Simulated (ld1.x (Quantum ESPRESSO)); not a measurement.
## Reading a pseudo-wave (beryllium)

Columns: radius, all-electron u(r) and pseudo u(r) of the 2s shell (level -9.50 eV) of beryllium in the configuration [He] 2s1.5 2p0; PBE, non-relativistic, TM scheme, ld1.x (Quantum ESPRESSO) 7.5.

```
r (bohr)  all-electron   pseudo
   0.178        0.2676  -0.0485
   0.355        0.2145  -0.1011
   0.533        0.0578  -0.1628
   0.710       -0.1158  -0.2365
   0.888       -0.2743  -0.3235
   1.065       -0.4040  -0.4175
   1.243       -0.5056  -0.5077
   1.420       -0.5802  -0.5802
   1.598       -0.6298  -0.6298
   1.775       -0.6572  -0.6572
   1.953       -0.6662  -0.6662
   2.130       -0.6603  -0.6603
   2.308       -0.6427  -0.6427
   2.485       -0.6168  -0.6168
   2.662       -0.5849  -0.5849
   2.840       -0.5491  -0.5491
   3.018       -0.5112  -0.5112
   3.195       -0.4729  -0.4729
   3.373       -0.4347  -0.4347
   3.550       -0.3979  -0.3979
   3.728       -0.3625  -0.3625
   3.905       -0.3293  -0.3293
   4.083       -0.2980  -0.2980
   4.260       -0.2690  -0.2690
   4.438       -0.2421  -0.2421
   4.615       -0.2175  -0.2175
```

Problem. How many radial nodes do the two functions have?

Solution. The all-electron 2s function has n − l − 1 = 1; the pseudo-wave has 0, since the states of the same l below it are removed with the core.

Problem. At about which radius was the pseudo-wave matched?

Solution. 1.60 bohr. The columns agree to 0.0005 from 1.42 bohr on; several derivatives are matched, so the curves merge somewhat inside the radius.

Problem. Is the pseudo-wave norm-conserving?

Solution. Yes: the TM scheme keeps the norm inside the radius equal to the all-electron one, which fixes the energy derivative of the logarithmic derivative at the level.
